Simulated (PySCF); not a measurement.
Compound: C4H4F4S.
Numbering: `[CH3:1][C@@H:2]([F:3])[C:4](=[S:5])[C:6]([F:7])([F:8])[F:9]` (hydrogens: H10, H11, H12 on C1; H13 on C2)

Method: PySCF, TDDFT CAM-B3LYP/def2-SVPD, vertical, gas phase, core orbitals frozen in the response. Isolated species at its GFN2-xTB geometry (one conformer only). Torsions of this conformer, `[CH3:1][C@@H:2]([F:3])[C:4](=[S:5])[C:6]([F:7])([F:8])[F:9]`: C1–C2–C4–S5 81°, C2–C4–C6–F7 168°.

Computed states:

| state | E (eV) | f |
| --- | --- | --- |
| S1 | 2.26 | 0.0001 |
| S2 | 5.56 | 0.176 |
| S3 | 6.21 | 0.0033 |
| S4 | 6.56 | 0.034 |
| S5 | 6.98 | 0.0071 |
| S6 | 7.06 | 0.078 |
| S7 | 7.13 | 0.011 |
| S8 | 7.92 | 0.0059 |

Each state is given a Gaussian of 0.4 eV full width at half maximum, with ε(max) = 2.175×10⁸ f / Δν̃ (Δν̃ the width in cm⁻¹). The cross-section is σ = 3.8235×10⁻²¹ ε cm², given in Mb (10⁻¹⁸ cm²). The width is an assumption, not a result. The curve ends short of the highest state used, and states not computed would add to its high-energy end.

Question: Give the broadened spectrum and its maxima.

Answer: 
E (eV), σ (Mb) and a bar:
```
     1.66       0.00 
     1.82       0.00 
     1.98       0.01 
     2.15       0.02 
     2.31       0.02 
     2.47       0.01 
     2.63       0.00 
     2.79       0.00 
     2.95       0.00 
     3.12       0.00 
     3.28       0.00 
     3.44       0.00 
     3.60       0.00 
     3.76       0.00 
     3.92       0.00 
     4.08       0.00 
     4.25       0.00 
     4.41       0.00 
     4.57       0.00 
     4.73       0.00 
     4.89       0.02 
     5.05       0.53 
     5.22       6.37 ####
     5.38      26.45 ##################
     5.54      45.25 ##############################
     5.70      31.88 #####################
     5.86       9.35 ######
     6.02       1.61 #
     6.19       1.74 #
     6.35       4.77 ###
     6.51       8.67 ######
     6.67       8.80 ######
     6.83      12.27 ########
     6.99      22.68 ###############
     7.15      21.36 ##############
     7.32       7.93 #####
```

Maxima: 548 nm (2.26 eV), ε about 5.4, made up of S1 (100%); 223 nm (5.56 eV), ε about 12000, made up of S2 (100%); 188 nm (6.58 eV), ε about 2400, made up of S4 (94%) (hardly more than a shoulder); 176 nm (7.06 eV), ε about 6400, made up of S6 (82%) and S7 (11%) (ε in L mol⁻¹ cm⁻¹; maxima over ε = 5, shares over 10%).

Question: Coming from long wavelengths, where does ε first pass 100 L mol⁻¹ cm⁻¹?

Answer: At about 246 nm (5.03 eV), 2.77 eV above S1.

Question: What would ε be at 5.56 eV, the highest of these maxima, with half the width (0.2 eV)?

Answer: About 23800 L mol⁻¹ cm⁻¹ against 11900, a factor of about 2.00; a lone state at its own centre would give exactly 2.

Question: Does any computed singlet lie in the visible range?

Answer: S1 lies in the visible range (380 to 750 nm), at 548 nm, dark in the vertical dipole picture (f under 0.0005); light of that wavelength is green, and its complementary colour is purple; a Tamm–Dancoff triplet lies at 711 nm, without intensity as long as spin–orbit coupling is left out.
